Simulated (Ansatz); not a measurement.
Relaxation of AlF3H5N (10 atoms, charge 0, multiplicity 1), to a largest force component of 0.03 eV/Å in at most 50 steps.

These are results of Ansatz, RKS r2SCAN-D4/def2-SVP, not measurements.

```xyz
10
Properties=species:S:1:pos:R:3:forces:R:3
Al -0.989 -0.573 0.616 0.11 1.17 -1.25
H 1.713 -1.087 1.216 -0.44 -1.64 1.78
F -1.000 -2.185 0.257 0.00 0.00 -0.01
F -1.016 -0.053 2.185 -0.01 0.00 -0.01
H 1.205 0.973 -1.044 -1.34 0.08 -0.12
N -1.067 0.675 -0.765 0.47 -1.12 1.25
H 1.791 -0.614 0.701 0.27 1.62 -1.77
F 2.099 0.854 -0.885 0.93 -0.09 0.12
H -1.359 0.383 -1.696 0.00 0.03 0.03
H -1.377 1.627 -0.584 0.01 -0.05 -0.01
```

Question: Where does it end, and by what steps?

Answer: The forces met the threshold. After 7 steps the energy has fallen by 0.572 eV; H2 moved furthest, 0.51 Å.

| step | energy less start (eV) | largest force component (eV/Å) | accepted |
| --- | --- | --- | --- |
| 0 | 0.0000 | 1.782 | yes |
| 1 | -0.3102 | 0.467 | yes |
| 2 | -0.4589 | 0.742 | yes |
| 3 | -0.5427 | 0.307 | yes |
| 4 | -0.5607 | 0.296 | yes |
| 5 | -0.5701 | 0.141 | yes |
| 6 | -0.5710 | 0.086 | yes |
| 7 | -0.5716 | 0.023 | yes |

```xyz
10
Properties=species:S:1:pos:R:3
Al -0.644 -0.580 0.632
H 1.250 -0.953 1.052
F -0.883 -2.176 0.249
F -0.907 -0.038 2.176
H 0.848 0.857 -0.924
N -0.720 0.634 -0.715
H 1.435 -0.432 0.495
F 1.827 0.807 -0.841
H -1.092 0.328 -1.615
H -1.115 1.552 -0.511
```

Run time: 12 s on 2 threads of Intel(R) Xeon(R) 6975P-C (Granite Rapids), on a shared host, peak memory 0.18 GiB.
